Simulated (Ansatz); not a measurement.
`CC(C)CC(C)C` + `[NH2][Ge]([Cl])([Cl])[Cl]` → `CC(C)[NH][Ge]([Cl])([Cl])[Cl]` + `CC(C)C`  (substitution at a C–C bond)

Gas-phase electronic energies from Ansatz, PBE0-D4/def2-TZVP geometries. CCSD(T)/CBS adds triple-zeta CCSD(T) − MP2 to the extrapolated MP2 energy (def2 sets, frozen cores). Functionals use def2-TZVPP. B3LYP here is the variant with VWN-RPA as its local correlation; programs differ in this. For Ge outer-core shells are correlated without core-valence functions, which leaves a few kJ/mol of doubt a bond. Scalar relativity is left out up to krypton. One conformer a species, not always the lowest.

Problem. Is it downhill or uphill in electronic energy at CCSD(T)/CBS, and by how much? (Best estimate.)

Solution. The calculation gave: Uphill: ΔE = +0.18 eV.

Problem. What do these levels give: revPBE-D4, B3LYP-D4, CAM-B3LYP-D4, ωB97X-V, PBE-QIDH, r2SCAN, HF/def2-SVP, CCSD/def2-SVP, CCSD/def2-TZVPP, MP2/def2-QZVPP, HF/CBS(def2), MP2/CBS(def2)? (Estimate.)

Solution. Ansatz gave: revPBE-D4 0.15, B3LYP-D4 0.11, CAM-B3LYP-D4 0.13, ωB97X-V 0.16, PBE-QIDH 0.19, r2SCAN 0.17, HF/def2-SVP 0.01, CCSD/def2-SVP 0.06, CCSD/def2-TZVPP 0.18, MP2/def2-QZVPP 0.19, HF/CBS(def2) 0.12, MP2/CBS(def2) 0.20 eV.

Largest T1 diagnostic among the species: 0.010.

From BLYP to BHLYP (50 % exact exchange), in def2-TZVPP and without D4, ΔE moves by +0.05 eV. At CCSD(T), def2-SVP lies −0.12 eV from the extrapolated value and def2-TZVPP −0.00 eV.
